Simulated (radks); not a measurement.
Species: Os II. Configuration: [Xe] 4f14 5d5 6s2 (not the ground configuration).

All-electron calculation, Dirac Kohn-Sham, PBE, spin-unpolarised, spherical densities, finite nucleus; open shells fill j = l - 1/2 first; Fermi nuclear charge, rms radius 5.4126 fm. Program: a radial shooting solver on a logarithmic mesh with Libxc functionals.

Energy parts (eV):
part                       energy
total                  -470166.21
kinetic                 533425.67
electron-nucleus      -1177070.73
Hartree                 182743.27
exchange-correlation     -9264.42

Orbitals (lengths in bohr, moments of r in powers of bohr; r(max) is where P^2 peaks):
| orbital | occ. | eigenvalue (eV) | r(max) | <1/r> |
|---|---|---|---|---|
| 1s1/2 | 2 | -73745.89 | 0.01103 | 90.41 |
| 2s1/2 | 2 | -12843.74 | 0.06360 | 22.09 |
| 2p1/2 | 2 | -12300.04 | 0.04710 | 22.06 |
| 2p3/2 | 4 | -10768.91 | 0.05415 | 18.31 |
| 3s1/2 | 2 | -2996.876 | 0.1790 | 8.111 |
| 3p1/2 | 2 | -2753.023 | 0.1674 | 8.027 |
| 3p3/2 | 4 | -2419.127 | 0.1818 | 7.055 |
| 3d3/2 | 4 | -2009.672 | 0.1421 | 6.951 |
| 3d5/2 | 6 | -1937.342 | 0.1461 | 6.724 |
| 4s1/2 | 2 | -640.7756 | 0.4053 | 3.417 |
| 4p1/2 | 2 | -538.3223 | 0.4044 | 3.308 |
| 4p3/2 | 4 | -459.9004 | 0.4344 | 2.970 |
| 4d3/2 | 4 | -291.5713 | 0.4295 | 2.760 |
| 4d5/2 | 6 | -277.0449 | 0.4389 | 2.680 |
| 4f5/2 | 6 | -64.0469 | 0.4033 | 2.258 |
| 4f7/2 | 8 | -61.2411 | 0.4081 | 2.225 |
| 5s1/2 | 2 | -101.8851 | 0.9145 | 1.350 |
| 5p1/2 | 2 | -70.2270 | 0.9739 | 1.223 |
| 5p3/2 | 4 | -57.9100 | 1.055 | 1.103 |
| 5d3/2 | 4 | -16.6411 | 1.316 | 0.7830 |
| 5d5/2 | 1 | -15.4875 | 1.356 | 0.7543 |
| 6s1/2 | 2 | -14.0784 | 2.361 | 0.4686 |

The highest occupied level is 6s1/2 at -14.078 eV. The density falls to 0.001 e/bohr^3 at r = 4.28 bohr.
